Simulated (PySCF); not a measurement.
An element was calculated at PBE (PySCF 2.14, spin-free X2C, a triple-zeta basis, no spin-orbit coupling), in the ground configurations that NIST lists.

* first ionisation energy: 5.822 eV
* second ionisation energy: 11.783 eV
* third ionisation energy: 23.293 eV

Q: Which element is it?

A: Terbium (Tb, Z = 65), in ANO-RCC-VTZP. NIST lists 5.864, 11.513 ± 0.02, 21.82 ± 0.03 eV for these ionisation energies.
